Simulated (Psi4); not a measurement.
Internal rotation in C₄H₈OSSi₂, SMILES [SiH3]O[SiH2]c1cccs1. Scanned: dihedral O2–Si3–C4–S8; all other coordinates were relaxed at GFN2-xTB. Points at φ and −φ are mirror images.

Geometry of the scan point at -75° (Å):
```
16

Si     2.9163    -0.7609    -0.0379
O      2.0230     0.5419     0.3309
Si     0.7815     1.5769     0.4105
C     -0.8275     0.6573     0.1188
C     -1.7875     0.2952     1.0186
C     -2.8765    -0.3985     0.4497
C     -2.7400    -0.5573    -0.8918
S     -1.2812     0.1377    -1.4740
H      4.2685    -0.2417    -0.2244
H      2.8103    -1.6700     1.1019
H      2.3791    -1.3618    -1.2577
H      0.7940     2.1044     1.7718
H      0.9933     2.5725    -0.6375
H     -1.7123     0.5236     2.0673
H     -3.7189    -0.7602     1.0125
H     -3.4064    -1.0406    -1.5786
```

Computed with PBE-D3(BJ)/def2-SVP // GFN2-xTB (Psi4 1.11).

Scanned values (°): -165, -150, -135, -120, -105, -90, -75, -60, -45, -30, -15, 0, 15, 30, 45, 60, 75, 90, 105, 120, 135, 150, 165, 180.

Problem. Describe the profile: where are the wells and the tops?

Solution. Lower than their neighbours: -75° (0.000 eV), 75° (0.000 eV). Higher than their neighbours: 0° (0.048 eV), 180° (0.046 eV). The whole profile spans 0.048 eV.
